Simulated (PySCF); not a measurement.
Nb(O)(Cl)2(Me) (CH3Cl2NbO), SMILES [CH3][Nb](=[O])([Cl])[Cl], multiplicity 1. Geometry: PBE0-D3(BJ)/def2-SVP. The spin state was assumed, not searched. The structure was generated by enumeration; whether it is a known compound was not checked. The def2 effective core potentials stand for the cores of Nb; spin–orbit coupling is left out.

All values below come from PBE0-D3(BJ)/def2-SVP run with PySCF 2.14.0.

Harmonic wavenumbers (cm⁻¹): 97, 124, 130, 135, 216, 223, 396, 433, 521, 553, 626, 1065, 1172, 1381, 1385, 3032, 3147, 3155. Rotational constants (GHz): 2.415, 1.468, 1.225; symmetry number 1.

Problem. Work out the zero-point energy and the ideal-gas rigid-rotor harmonic-oscillator thermochemistry at 298.15 K and 1 atm.

Solution. ZPE = ½ Σ hcν = ½ × 17789 cm⁻¹ = 106.40 kJ/mol. H − E(el) = 129.55 kJ/mol. Entropy in J/(mol K): translation 174.50, rotation 120.06, vibration 83.02, total 377.57. G − E(el) = 16.98 kJ/mol. Cp = 109.81 J/(mol K). Modes under 150 cm⁻¹ make the vibrational entropy uncertain.
